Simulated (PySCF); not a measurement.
AlOBr, SMILES [Al](=[O])[Br].

Geometry: r2SCAN-D4/def2-TZVP.

Two levels are set side by side: TDDFT-PBE/def2-SVPD (PySCF) and TDDFT-CAM-B3LYP/def2-SVPD (PySCF). Vertical, same geometry. The lowest singlet is HOMO→LUMO 100 % with PBE and HOMO→LUMO 97 % with the other functional; states are paired by order. Differences are taken from unrounded values.

| quantity | TDDFT-CAM-B3LYP |
|---|---|
| lowest singlet excitation (eV) | 3.66 |
| lowest triplet excitation (TDA) (eV) | 3.14 |

What does TDDFT-PBE give, and how far is it from TDDFT-CAM-B3LYP? (The exact figures need the calculation; the answer reports its results.)


| quantity | TDDFT-PBE | TDDFT-PBE minus TDDFT-CAM-B3LYP |
|---|---|---|
| lowest singlet excitation (eV) | 3.24 | -0.42 |
| lowest triplet excitation (TDA) (eV) | 2.72 | -0.42 |

A lower first singlet is the usual sign of a functional without exact exchange. Differences between two approximate levels are no errors against the true value.

Rough cost on one machine, each run with all the roots and properties that it gave: TDDFT-CAM-B3LYP against TDDFT-PBE about 3 times.
